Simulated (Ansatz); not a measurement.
CH6BNO (`CNBO`). Total charge 0; spin multiplicity 1. Geometry: relaxed with PBE0-D4/def2-TZVP. It is one conformer, not always the lowest.

```xyz
10

C    -0.495   -0.384    1.346
N     0.094    0.414    0.302
B     0.271    0.033   -1.028
O     0.855    0.923   -1.897
H    -1.389    0.087    1.768
H    -0.791   -1.349    0.933
H     0.207   -0.572    2.165
H     0.402    1.332    0.585
H    -0.087   -1.057   -1.390
H     0.932    0.571   -2.783
```

(1) What is the dipole moment at PBE/def2-TZVPP? (An estimate is asked.)

(2) And with r2SCAN, B3LYP, ωB97M-V? (An estimate is asked.)

(3) Give the Mulliken charges with PBE, B3LYP, r2SCAN in def2-TZVPP. (Estimate.)

Answers

(1) Ansatz gave: 0.53 D, with components (-0.21, -0.28, 0.39) D in this frame, pointing from negative to positive charge.

(2) Computed: r2SCAN 0.54 D, B3LYP 0.59 D, ωB97M-V 0.56 D.

(3) Ansatz gave: 
```
atom    PBE  B3LYP  r2SCAN
  C1  -0.16  -0.15   -0.02
  N2  -0.16  -0.20   -0.23
  B3   0.06   0.11    0.17
  O4  -0.28  -0.32   -0.35
  H5   0.09   0.09    0.05
  H6   0.08   0.08    0.05
  H7   0.09   0.09    0.05
  H8   0.14   0.13    0.14
  H9  -0.06  -0.04   -0.07
 H10   0.20   0.20    0.21
```

B3LYP here is the variant with VWN-RPA as its local correlation; programs differ in this.
